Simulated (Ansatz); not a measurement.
`CSB(C)C` + NH₃ → `CB(C)N` + CH₃SH at 700 K and 1 bar (ligand exchange at a B–S bond).

Calculated with Ansatz (gas phase, PBE0-D4/def2-TZVP geometries, no zero-point term in ΔE). CBS: MP2 limit from def2 TZ/QZ plus the TZ coupled-cluster correction, frozen cores. This one scheme is used for every species. One conformer a species, not always the lowest.

| species | CCSD(T)/CBS energy (Eh) | H − E (kJ/mol) | S (J/(mol·K)) |
| --- | --- | --- | --- |
| `CSB(C)C` | -542.19673 | 397.2 | 506.8 |
| NH₃ | -56.50880 | 116.9 | 226.5 |
| `CB(C)N` | -160.48988 | 349.6 | 424.0 |
| CH₃SH | -438.22835 | 160.2 | 309.0 |

H − E and S are ideal-gas, rigid-rotor, harmonic terms from PBE0-D4/def2-TZVP, for one conformer and one mirror image of each species. 1 Eh = 2625.50 kJ/mol, R = 8.31446 J/(mol·K).

By hand: ΔE, ΔH, ΔS and ΔG.

ΔE = (-160.48988) + (-438.22835) − (-542.19673) − (-56.50880) = -0.01270 Eh = -33.3 kJ/mol. Δ(H − E) = 349.6 + 160.2 − 397.2 − 116.9 = -4.3, so ΔH = -37.6 kJ/mol. ΔS = 424.0 + 309.0 − 506.8 − 226.5 = -0.3 J/(mol·K). ΔG = -37.6 − 700 × (-0.3)/1000 = -37.4 kJ/mol.

By hand: the equilibrium constant, and the temperature at which ΔG would vanish if ΔH and ΔS stayed fixed.

log₁₀ K = −ΔG/(RT ln 10) = 2.8. ΔG = 0 at ΔH/ΔS = 125333 K, far beyond where these terms or the molecules hold.

The number of gas molecules stays the same, so ΔS is small and ΔH decides. A doubt of 5 kJ/mol in ΔE shifts log₁₀ K by 0.4 here. Other conformers and mirror images would add mixing entropy, several J/(mol·K) or more a flexible species. Modes under 60 cm⁻¹, often nearly free rotors, make the harmonic entropy too high. These are equilibria of isolated gas molecules and say nothing of rates. Largest T1 diagnostic: 0.012 (customary marks: 0.02 for closed shells, 0.045 for open ones).
